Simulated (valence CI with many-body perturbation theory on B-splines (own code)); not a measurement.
## Pr XI in brief

Computed by valence CI with perturbative core correlation (CI+MBPT): three valence electrons over a frozen Dirac-Fock core [Kr] 4d10, radial functions for each j: 7 s, 7 p, 7 d, 7 f, 4 g, 2 h, with the one-electron correlation potential Σ1 (screened to all orders), the two-electron term Σ2, the three-electron term Σ3, Breit, model QED; selected single and double excitations, second order for the rest, scaled by the run's own slope (own B-spline code, finite nucleus).

No measured spectrum was set against this ion. As an estimate, levels hold to about 250 cm⁻¹ or 0.2 % of their energy and the worst to 1 %, as in measured heavy ions of charge 2 to 7; those with d or f electrons hold less well.

Names give the largest LS component (configuration and term), which can be under half, so a name can repeat, a term be missing and a line seem to break the LS rules; names also repeat where a configuration has a term twice.

Rates and lifetimes use the calculated energies. Strong lines usually hold to 10 to 20 %, long lifetimes can be off by a factor of two.

What is the ground level?

5s2.5p 2P°_1/2, composition 98 % 5s2.5p 2P°, g = 0.665.

Where does the other parity begin?

At 4f.5s.5p 4G_5/2, 142610 cm⁻¹.

Among levels below 426280 cm⁻¹, which E1 lines absorb most strongly from the ground level?

to 5s2.5d 2D_3/2 at 31.33 nm, f = 1.15; to 5s.5p2 2P_1/2 at 44.60 nm, f = 0.343; to 5s.5p2 2P_3/2 at 37.15 nm, f = 0.223.

What is the ionisation energy?

163.04 eV; NIST lists 162 ± 2.4 eV (theoretical).

How well does LS coupling describe the low levels?

Among the lowest 20 levels the leading LS term, summed over configurations, holds 79 % on average. For single configurations the figures are 78 % in LS and 77 % in jj coupling. Terms mix most in the J = 5/2 level at 151400 cm⁻¹, where the leading one holds 42 %.

How is the term 2P° of the ground level split?

J = 1/2 at 0, J = 3/2 at 39125 cm⁻¹.

Name the longest-lived excited levels whose lifetime is computed, and their main decay.

4f.5s2 2F°_5/2 at 4147 cm⁻¹ lives 46300 s, mostly by E2 to 5s2.5p 2P°_1/2; 4f2.5s 4H_13/2 at 175500 cm⁻¹ lives 3.64 s, mostly by M1 to 4f2.5s 4H_11/2; 4f2.5s 4H_11/2 at 173530 cm⁻¹ lives 2.75 s, mostly by M1 to 4f2.5s 4H_9/2.
